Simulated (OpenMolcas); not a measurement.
## Fe2+, Ru2+, Os2+: d6 down the group

```
Program             : OpenMolcas
Method              : SS-CASPT2, IPEA 0.25 Eh, imaginary shift 0.1 Eh
Basis               : ANO-RCC-VQZP
Scalar Hamiltonian  : DKH2, point nucleus
Spin-orbit coupling : RASSI with atomic mean-field integrals over the reference wave functions, term energies averaged over their components
```

Active space for each ion: 6 electrons in 6 orbitals (d s); closed shells correlated by CASPT2: Fe2+ 3s 3p; Ru2+ 4s 4p; Os2+ 5s 5p.

Computed levels in cm-1 above 5D4:

```tsv
Level	Fe2+	Ru2+	Os2+
5D3	470	1233	4670
5D2	797	1943	4400
5D1	1007	2410	6930
5D0	1110	2640	7220
3H6	19650	15620	17700
3H5	19880	15820	24930
3P1(1)	19900	18610	28740
3G5	23950	19050	16720
1I6	29810	24140	30070
weight of 5D in the lowest level (%)	100	98	85
```

Mixed levels, with the weight of the term that names them: Os2+ 5D2 (67 %), Os2+ 3H5 (58 %), Os2+ 3P1(1) (64 %), Os2+ 3G5 (59 %).

Measured, with the error of the calculation in %. Measured levels: Fe2+ from Corliss and Sugar, J. Phys. Chem. Ref. Data 11, 135 (1982); Ru2+ from Moore, Atomic Energy Levels, vol. III, NSRDS-NBS 35 (1971 reprint of NBS Circular 467, 1958).

```csv
Level,Fe2+,Ru2+
5D3,436 (+7.8),1159 (+6.4)
5D2,739 (+7.9),1826 (+6.4)
5D1,932 (+8.0),2266 (+6.5)
5D0,1027 (+8.0),2476 (+6.6)
3H6,20051 (-2.0),
3H5,20301 (-2.1),
3P1(1),20688 (-3.8),
3G5,24559 (-2.5),
1I6,30356 (-1.8),
```

The fine-structure level 5D0 changes by a factor of 6.5 from Fe2+ to Os2+.

Without spin-orbit coupling 3H lies 19420, 15020, 15140 cm-1 above 5D in that order; the difference to the level 3H6, of either sign, comes from spin-orbit coupling, which also lowers the zero.

Term energies are means over components that CASPT2 splits; among the terms shown or strongly mixed into the levels shown the widest spread is 300 cm-1 (3d6 1I, Fe2+). Over all roots computed the reference weight is 0.88 to 0.94 in Fe2+; the roots of lowest weight are the least certain, and an intruder state may touch them. Some high roots are left out of the spin-orbit mixing, which shifts the levels that they would mix with. Terms from blocks run as CI alone lack orbitals of their own. Configurations are named by rounded mean occupations; where the s occupation lies near a half they are strongly mixed, a name can repeat and a true partner stay unpaired (holds for Os2+). The lowest spin-free term belongs to 5d5 6s, not to the configuration of the lowest level (holds for Os2+). Computed and measured levels are paired by configuration, term and J; levels that our copy of the source lacks, or whose pairing is in doubt (as where it misses far off the trend of its configuration), stay unpaired and out of the deviations. Only configurations of the active space appear.

A number in round brackets counts repeated terms of one configuration in the order of the reference energies.
